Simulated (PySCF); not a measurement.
Electron correlation in F+ (fluorine, charge +1)

[He] 2s1 2p5, high-spin 3P determinant (an excited configuration). Computed with PySCF 2.14 in aug-cc-pVQZ with one added diffuse shell each of s, p, d, f, g type (7s6p5d4f3g, 105 functions), with the non-relativistic Hamiltonian (point nucleus). Frozen: 1s2; 6 electrons correlated.

MP2 pair energies summed by pair of shells (mhartree):

| pair | energy | share (%) |
| --- | --- | --- |
| 2p-2p | -167.45 | 85.6 |
| 2s-2p | -28.25 | 14.4 |

Total MP2 correlation energy: -195.70 mhartree.

Same-spin part -42.17 and opposite-spin part -153.53 mhartree; SCS-MP2 scales them by 1/3 and 6/5 to -198.29 mhartree.
